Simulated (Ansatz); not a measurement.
Basis sets compared for Al(NH3)Cl3 (AlNCl3H3). Charge 0, multiplicity 1. Geometry r2SCAN-D4/def2-SVP. Ansatz on 4 threads of Arm Neoverse V1 on a shared host; times are rough, and most runs start from earlier orbitals.

```csv
atom,x (Å),y (Å),z (Å)
Al1,0.1960,-0.8086,-0.5598
N2,-0.1973,0.8138,0.5635
H3,-0.8715,0.6043,1.3051
H4,-0.5899,1.5747,0.0019
H5,0.6484,1.1739,1.0144
Cl6,1.4711,0.0392,-2.0280
Cl7,-1.7635,-1.3308,-1.1825
Cl8,1.1067,-2.0665,0.8853
```

B3LYP takes the VWN-RPA correlation.

Binding counts from free atoms (Al doublet, N quartet, H doublet, Cl doublet) in the same basis, without a counterpoise term.

| level | functions | energy (Eh) | HOMO (eV) | LUMO (eV) | binding per atom (eV) | wall time |
| --- | --- | --- | --- | --- | --- | --- |
| PBE-D4/def2-SVP | 101 | -1678.5334 | -6.81 | -0.97 | 3.53 | 0.85 s |
| B3LYP-D4/6-31G | 67 | -1679.7653 | -8.41 | -0.85 | 3.14 | 0.9 s |
| PBE0-D4/def2-SVP | 101 | -1678.6855 | -8.28 | -0.10 | 3.49 | 1.2 s |

**Question.** Estimate the rows for PBE-D4/def2-TZVP (with forces), B3LYP-D4/def2-TZVP, PBE0-D4/def2-TZVP.

**Answer.** 
| level | functions | energy (Eh) | HOMO (eV) | LUMO (eV) | binding per atom (eV) | wall time |
| --- | --- | --- | --- | --- | --- | --- |
| PBE-D4/def2-TZVP (with forces) | 197 | -1679.1673 | -7.10 | -1.37 | 3.52 | 2.1 s |
| B3LYP-D4/def2-TZVP | 197 | -1680.0150 | -8.21 | -0.91 | 3.46 | 2.6 s |
| PBE0-D4/def2-TZVP | 197 | -1679.3104 | -8.51 | -0.54 | 3.48 | 2.7 s |
